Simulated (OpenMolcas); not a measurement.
# Lines of Ge: computed and rescaled rates

```yaml
Program: OpenMolcas 26.06
Method: "SS-CASPT2, IPEA 0.25 Eh, imaginary shift 0.1 Eh (closed shells correlated: 3d)"
Basis: ANO-RCC-VQZP [7s6p4d2f1g]
Scalar_Hamiltonian: DKH2, point nucleus
Active_space: 4 electrons in 4 orbitals (4s 4p)
State_averaging: 2S+1 = 3 even, 3 roots; 2S+1 = 1 even, 6 roots; 2S+1 = 5 odd, 1 root; 2S+1 = 3 odd, 5 roots
Spin-orbit_coupling: state interaction with AMFI integrals over the reference wave functions, term energies averaged over their components
```

Rates come from the transition moments of the reference wave functions (E1 and E2 in the length form). At fixed line strength A goes as λ^-3 for E1 and M1 and as λ^-5 for E2, so a rate at the computed wavelength can be rescaled to the measured one. Measured vacuum wavelengths follow from level energies in NIST Handbook of Basic Atomic Spectroscopic Data. Branching counts decays inside the model space alone, at computed energies, and the table is only a selection of the E2 and M1 lines, drawn from those between levels with measured partners whose computed energy lies within a factor of 1.5 of the measured one.

| Upper | Lower | Type | λ computed (nm) | λ measured (nm) | A computed (s-1) | A rescaled (s-1) | Branching % |
| --- | --- | --- | --- | --- | --- | --- | --- |
| 4s2 4p2 1S0 | 4s2 4p2 3P1 | M1 | 620 | 632.5 | 1.11e+00 |  | 49.2 |
| 4s2 4p2 1S0 | 4s2 4p2 1D2 | E2 | 1095 | 1082 | 1.09e+00 | 1.16e+00 | 48.6 |
| 4s2 4p2 1D2 | 4s2 4p2 3P2 | M1 | 1604 | 1750 | 8.12e-02 |  | 67.1 |
| 4s2 4p2 1S0 | 4s2 4p2 3P2 | E2 | 650.6 | 668.6 | 5.11e-02 |  | 2.3 |
| 4s2 4p2 1D2 | 4s2 4p2 3P1 | M1 | 1429 | 1522 | 3.86e-02 |  | 31.8 |
| 4s2 4p2 3P2 | 4s2 4p2 3P1 | M1 | 13150 | 11730 | 5.91e-03 | 8.33e-03 | 100.0 |
| 4s2 4p2 3P1 | 4s2 4p2 3P0 | M1 | 20540 | 17950 | 2.08e-03 | 3.12e-03 | 100.0 |
| 4s2 4p2 1D2 | 4s2 4p2 3P2 | E2 | 1604 | 1750 | 9.85e-04 |  | 0.8 |

Spin-changing lines and M1 lines between different terms are not rescaled, since their strength hangs on the term gaps too.

The largest correction is for 4s2 4p2 3P1 → 4s2 4p2 3P0 (M1): 2.08e-03 × (20540 / 17950)^3 = 3.12e-03 s-1, a factor of 1.50.

No measured rate stands beside these. Rescaling mends the energy factor alone: line strengths can still be far off where a level mixes with configurations outside the active space, and weak or spin-changing lines hang on small mixing coefficients that depend on the term gaps too, so rescaling need not improve them.

Over all roots computed the reference weight is 0.87 to 0.95; the roots of lowest weight are the least certain, and an intruder state may touch them. Computed and measured levels are paired by configuration, term and J; levels that our copy of the source lacks, or whose pairing is in doubt (as where it misses far off the trend of its configuration), stay unpaired. Only configurations of the active space appear.
